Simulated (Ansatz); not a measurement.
Basis sets compared for n-GeGeGeSiGeGeH14 (SiGe5H14). The state is a singlet with charge 0. Geometry PBE-D4/def2-SVP. Ansatz on 4 threads of Arm Neoverse V1 on a shared host; times are rough, and most runs start from earlier orbitals.

Cartesian coordinates in Å:
```
Ge -1.006 -2.151 -1.365
Ge -0.095 -0.063 -2.240
Ge -1.236 1.820 -1.182
Si -1.051 1.578 1.194
Ge 1.239 1.160 1.777
Ge 1.825 -1.207 1.681
H -1.193 -2.039 0.172
H -0.070 -3.353 -1.661
H -2.394 -2.426 -2.003
H 1.421 0.034 -1.910
H -0.250 -0.019 -3.786
H -0.578 3.160 -1.620
H -2.726 1.849 -1.628
H -1.545 2.819 1.895
H -1.899 0.417 1.648
H 2.170 1.956 0.818
H 1.523 1.666 3.222
H 1.805 -1.729 0.219
H 0.813 -2.038 2.513
H 3.248 -1.432 2.259
```

Binding counts from free atoms (Ge triplet, Si triplet, H doublet) in the same basis, without a counterpoise term.

```csv
level,functions,energy (Eh),HOMO (eV),LUMO (eV),binding per atom (eV),wall time
PBE-D4/def2-SVP,248,-10679.8091,-6.67,-1.09,2.72,6 s
PBE0-D4/def2-SVP,248,-10680.1337,-7.70,-0.36,2.72,13 s
```

Question: Estimate the rows for PBE-D4/def2-TZVP, PBE0-D4/def2-TZVP.

Answer: 
```csv
level,functions,energy (Eh),HOMO (eV),LUMO (eV),binding per atom (eV),wall time
PBE-D4/def2-TZVP,361,-10681.2258,-6.69,-1.26,2.72,9.5 s
PBE0-D4/def2-TZVP,361,-10681.5424,-7.67,-0.50,2.72,31 s
```
